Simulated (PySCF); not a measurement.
CH₅AlFNO. Atoms are numbered in the order given.

```xyz
10

Al    -0.0327     0.5384     0.0000
F     -1.0802     1.8493     0.0000
N     -0.6898    -1.1071     0.0000
C      0.0647    -2.3503     0.0000
H     -1.7022    -1.2530     0.0000
H     -0.1390    -2.9806    -0.8969
H     -0.1390    -2.9806     0.8969
H      1.1520    -2.1333     0.0000
O      1.6660     0.7427     0.0000
H      2.0875     1.6149     0.0000
```

Coordinates come from a PBE-D3(BJ)/def2-SVP optimisation. The structure was generated by enumeration; whether it is a known compound was not checked. One conformer was computed; it need not be the lowest.

These are PBE-D3(BJ)/def2-SVP run with PySCF values and carry that method's errors.

Frequencies are harmonic and unscaled.

| mode | ν (cm⁻¹) | IR (km/mol) | moving atoms (share of kinetic energy) |
|---|---|---|---|
| 1 | 108 | 1.4 | H 31 %, N 29 %, C 17 %, F 16 % |
| 2 | 111 | 0.0 | O 31 %, C 27 %, H 20 %, F 11 %, Al 9 % |
| 3 | 153 | 0.1 | H 88 %, N 8 % |
| 4 | 219 | 40.5 | F 41 %, O 23 %, Al 12 %, H 12 % |
| 5 | 262 | 29.0 | Al 62 %, N 12 %, H 9 %, O 9 %, F 9 % |
| 6 | 276 | 119.1 | H 86 %, O 10 % |
| 7 | 313 | 2.0 | N 29 %, C 19 %, H 17 %, F 16 %, Al 14 % |
| 8 | 492 | 108.4 | H 89 %, N 10 % |
| 9 | 580 | 110.2 | H 65 %, O 28 % |
| 10 | 640 | 33.8 | N 33 %, H 23 %, O 19 %, F 17 % |
| 11 | 856 | 122.3 | Al 48 %, F 22 %, H 9 % |
| 12 | 918 | 103.1 | Al 50 %, O 27 %, F 17 % |
| 13 | 1049 | 22.6 | H 84 %, C 10 % |
| 14 | 1100 | 0.5 | H 76 %, C 19 % |
| 15 | 1139 | 107.0 | N 44 %, C 35 %, H 18 % |
| 16 | 1340 | 42.9 | H 65 %, N 23 %, C 11 % |
| 17 | 1402 | 18.1 | H 86 %, C 14 % |
| 18 | 1417 | 1.4 | H 97 % |
| 19 | 1446 | 4.4 | H 96 % |
| 20 | 2913 | 106.7 | H 97 % |
| 21 | 2966 | 45.3 | H 90 %, C 10 % |
| 22 | 3046 | 13.0 | H 91 %, C 9 % |
| 23 | 3515 | 16.3 | H 93 % |
| 24 | 3831 | 87.3 | H 94 % |
